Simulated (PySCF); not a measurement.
# Correlation energy of Te (tellurium, neutral)

[Kr] 4d10 5s2 5p3 6s1, high-spin 5S determinant (an excited configuration). All numbers are calculated (PySCF 2.14, scalar relativity by spin-free X2C-1e, in aug-cc-pVTZ-DK3). Frozen: [Kr] 4d10; 6 electrons correlated.

```csv
level,correlation energy (mhartree)
CCSD,-87.93
(T),-3.40
CCSD(T),-91.33
```

Diagnostics: T1 = 0.0098, D1 = 0.0331, largest double amplitude 0.038.

Task: Is a single reference adequate?

Result: Yes, within this model without spin-orbit coupling: T1 lies below 0.03 and no double amplitude reaches 0.07.
